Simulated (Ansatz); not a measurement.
[Ga(CN)H3]- (CH₃GaN⁻). The state is a singlet with charge -1. Geometry relaxed at PBE-D4/def2-TZVPD.

```xyz
6

Ga    0.419   -0.441   -0.236
C    -0.892    0.940    0.502
N    -1.646    1.730    0.925
H    -0.472   -1.700   -0.698
H     1.419   -0.800    0.975
H     1.172    0.271   -1.469
```

(1) Estimate the harmonic wavenumbers at RKS PBE-D4/def2-TZVPD (Ansatz, unscaled). Is this a minimum?

Results:

(1) 230, 230, 356, 528, 528, 707, 726, 727, 1742, 1742, 1780, 2160 cm⁻¹. Yes, no mode is imaginary beyond noise. Zero-point energy 68.5 kJ/mol. Run time 25 s (4 threads of Arm Neoverse V1 on a shared host).
